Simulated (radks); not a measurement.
Values are calculated unless marked as measured or tabulated.
Q: Fe4+, configuration [Ar] 3d4 (the NIST ground configuration). Level of theory: scalar-relativistic Kohn-Sham, PBE, spin-polarised, spherical densities, point nucleus; open shells are filled with parallel spins first (a radial shooting solver on a logarithmic mesh with Libxc functionals). Some entries of the table are withheld. Estimate them.

orbital  occ.  eigenvalue (eV)  <r> (bohr)
1s down     1        -7059.121     0.05846
1s up       1        -7059.107     0.05846
2s up       1        -882.0154      0.2671
2s down     1        -879.6281      0.2666
2p up       3        -760.3854      0.2358
2p down     3        -758.5780      0.2352
3s up       1        -154.4704      0.7938
3s down     1        -149.1864      0.7973
3p up       3              (1)      0.8272
3p down     3              (2)      0.8332
3d up       4         -65.3205      0.9127
3d down     0         -60.2951      0.9353

A: 
(1) 3p up eigenvalue (eV): -119.9243
(2) 3p down eigenvalue (eV): -114.7420
